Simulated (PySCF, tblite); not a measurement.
A database entry of computed molecular properties. Lists by class give the value and the number of equivalent atoms.

```json
{
 "formula": "C6H14SSi2",
 "smiles": "CC#CCC[SiH2]SC[SiH3]",
 "inchi": "InChI=1S/C6H14SSi2/c1-2-3-4-5-9-7-6-8/h4-6,9H2,1,8H3",
 "charge": 0,
 "multiplicity": 1,
 "geometry_level": "GFN2-xTB",
 "electronic_structure_code": "PySCF",
 "results": {
  "GFN2-xTB geometry": {
   "point_group": "C1",
   "rotational_constants_GHz": [2.285, 0.305, 0.279]
  },
  "PBE0/pcSseg-1 ground state and GIAO shieldings, non-relativistic": {
   "dipole_D": 1.76,
   "homo_eV": -6.69,
   "lumo_eV": 0.09,
   "shift_vs_computed_TMS_C_by_class_ppm": [
    [86.2, 1],
    [85.9, 1],
    [17.2, 1],
    [14.6, 1],
    [9.6, 1],
    [4.7, 1]
   ],
   "shift_vs_computed_TMS_H_by_class_ppm": [
    [4.88, 2],
    [4.02, 3],
    [2.55, 2],
    [1.96, 3],
    [1.66, 2],
    [1.21, 2]
   ],
   "shielding_other_nuclei_by_class_ppm": [
    ["Si", 362.9, 1],
    ["Si", 417.9, 1],
    ["S", 706.1, 1]
   ]
  },
  "GFN2-xTB harmonic vibrations, gas phase": {
   "strongest_ir_bands_cm-1_km_per_mol_modes": [
    [738.1, 330.0, 1],
    [782.4, 416.1, 1],
    [785.9, 249.3, 1],
    [2225.5, 273.8, 1],
    [2241.9, 340.7, 1],
    [2296.4, 253.5, 1]
   ],
   "zpe_kcal_per_mol": 107.0
  }
 }
}
```

With B = h/(8π²I), that is 505.379 GHz u Å² over I, the principal moments of inertia are 221.2, 1656.4 and 1809.8 u Å² (most abundant isotopes); the inertial defect Ic − Ia − Ib is -67.8 u Å² (zero for a rigid planar frame, negative otherwise). The rotational constants make it an asymmetric top with κ = (2B − A − C)/(A − C) = -0.97, nearer the prolate limit (−1).

One conformer (not necessarily the lowest) at the GFN2-xTB geometry, without solvent or vibrations. NMR classes are plain means over equivalent atoms (diastereotopic ones count apart unless rotation or inversion swaps them), as if these changed places fast; in this geometry the members of some classes differ.

Shape of the structure used: `[CH3:1][C:2]#[C:3][CH2:4][CH2:5][SiH2:6][S:7][CH2:8][SiH3:9]`: C3–C4–C5–Si6 63°, C4–C5–Si6–S7 175°, C5–Si6–S7–C8 -176°, Si6–S7–C8–Si9 179°.
